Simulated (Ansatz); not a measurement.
Te₆Mo₃, relaxed as a triplet with UKS PBE-D4/def2-SVP in Ansatz, starting from the PBE-D4/def2-SVP geometry of the neutral singlet. Force threshold 0.03 eV/Å.

In the def2 sets Mo, Te take a core potential; there is no spin–orbit coupling. The relaxation made no stability test and no search for a lower SCF solution. At PBE-D4/def2-SVP a singlet of charge 0 lies 0.34 eV below the triplet, each at its own geometry.

Start:

| atom | x (Å) | y (Å) | z (Å) |
| --- | --- | --- | --- |
| Mo1 | -0.8005 | -0.9231 | 0.2624 |
| Mo2 | 1.4800 | -0.4991 | 0.3502 |
| Mo3 | -0.0888 | 1.6360 | -0.3039 |
| Te4 | -1.4541 | -3.3942 | -0.4535 |
| Te5 | -1.9228 | 0.4223 | -1.7336 |
| Te6 | 0.0562 | 0.6561 | 2.2956 |
| Te7 | 2.2436 | 1.2732 | -1.4861 |
| Te8 | 1.1543 | -3.1385 | 0.6745 |
| Te9 | -0.6679 | 3.9674 | 0.3945 |

```json
{"step": "1", "energy (eV)": "-49339.9179", "largest force component (eV/Å)": "0.928", "SCF passes": "54"}
{"step": "2", "energy (eV)": "-49340.1006", "largest force component (eV/Å)": "0.696", "SCF passes": "51"}
{"step": "3", "energy (eV)": "-49340.1964", "largest force component (eV/Å)": "0.281", "SCF passes": "52"}
{"step": "4 (rejected)", "energy (eV)": "-49340.1190", "largest force component (eV/Å)": "0.973", "SCF passes": "45"}
{"step": "5", "energy (eV)": "-49340.2270", "largest force component (eV/Å)": "0.094", "SCF passes": "47"}
{"step": "6", "energy (eV)": "-49340.2340", "largest force component (eV/Å)": "0.100", "SCF passes": "38"}
{"step": "7", "energy (eV)": "-49340.2518", "largest force component (eV/Å)": "0.175", "SCF passes": "46"}
{"step": "8", "energy (eV)": "-49340.2633", "largest force component (eV/Å)": "0.382", "SCF passes": "46"}
{"step": "9", "energy (eV)": "-49340.2817", "largest force component (eV/Å)": "0.192", "SCF passes": "45"}
{"step": "10", "energy (eV)": "-49340.2912", "largest force component (eV/Å)": "0.185", "SCF passes": "44"}
{"step": "11 (rejected)", "energy (eV)": "-49340.2770", "largest force component (eV/Å)": "0.226", "SCF passes": "44"}
{"step": "12", "energy (eV)": "-49340.2967", "largest force component (eV/Å)": "0.127", "SCF passes": "33"}
{"step": "13", "energy (eV)": "-49340.2997", "largest force component (eV/Å)": "0.084", "SCF passes": "38"}
{"step": "14", "energy (eV)": "-49340.3004", "largest force component (eV/Å)": "0.022", "SCF passes": "35"}
```

Force components are those of the run's own axes.

End:

Cartesian coordinates in Å:
```
Mo -0.935 -1.014 -0.232
Mo 1.246 -0.752 0.045
Mo -0.125 1.846 -0.177
Te -1.244 -3.625 0.327
Te -1.928 0.932 -1.825
Te -0.256 0.320 2.039
Te 2.189 1.408 -1.294
Te 1.511 -3.347 0.702
Te -0.458 4.232 0.415
```

By distances, no bond broke or formed. The bond that changes most is Mo1–Te8, from 2.98 to 3.51 Å (atoms count from 1).

No frequencies were taken in this run, so the end may be a saddle point.

It took 45 s on 2 threads of AMD EPYC 7R13 on a shared host and a share (18 GiB) of an NVIDIA H100 80GB HBM3, peak host memory 0.94 GiB.
